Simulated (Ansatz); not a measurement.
Consider the cleavage of the Si–Ge bond: `[SiH3][GeH2][GeH2][SiH2][GeH3]` + `N[AsH2]` → `N[AsH][SiH3]` + `[GeH3][SiH2][GeH2][GeH3]`.

Calculated with Ansatz (gas phase, PBE0-D4/def2-TZVP geometries, no zero-point term in ΔE). CCSD(T)/CBS adds triple-zeta CCSD(T) − MP2 to the extrapolated MP2 energy (def2 sets, frozen cores). Functionals use def2-TZVPP. For As, Ge outer-core shells are correlated without core-valence functions, which leaves a few kJ/mol of doubt a bond. Scalar relativity is left out up to krypton. One conformer a species, not always the lowest.

| level | ΔE (kJ/mol) | difference from CCSD(T)/CBS |
| --- | --- | --- |
| revPBE-D4 | -0.2 | -1.3 |
| BLYP-D4 | -0.2 | -1.3 |
| B97M-V | -1.6 | -2.7 |
| B2PLYP | -3.2 | -4.3 |
| r2SCANh | -1.9 | -3.0 |
| r2SCAN0 | -1.8 | -2.9 |
| BHLYP | -4.9 | -6.0 |
| CCSD/def2-TZVPP | 1.1 | 0.0 |
| CCSD(T)/def2-TZVPP | 1.8 | 0.7 |
| MP2/CBS(def2) | -0.4 | -1.5 |
| CCSD(T)/CBS | 1.1 | 0 |

Largest T1 diagnostic among the species: 0.012.

Leaving LDA and LC-ωPBE aside and taking each functional with its dispersion term where it has one, the values spread over 4.7 kJ/mol, from B2PLYP to PBE0-D4. In def2-TZVPP, CCSD(T) changes the Hartree–Fock value by +8.3 kJ/mol (the triples alone add +0.7 kJ/mol) and MP2 by +6.9 kJ/mol. The D4 term adds +5.5 kJ/mol with B3LYP and +3.7 kJ/mol with PBE0; it sums over pairs of atoms, weighted by their polarisabilities, and B3LYP, whose exchange is more repulsive, gets the larger term.

B3LYP here is the variant with VWN-RPA as its local correlation; programs differ in this.
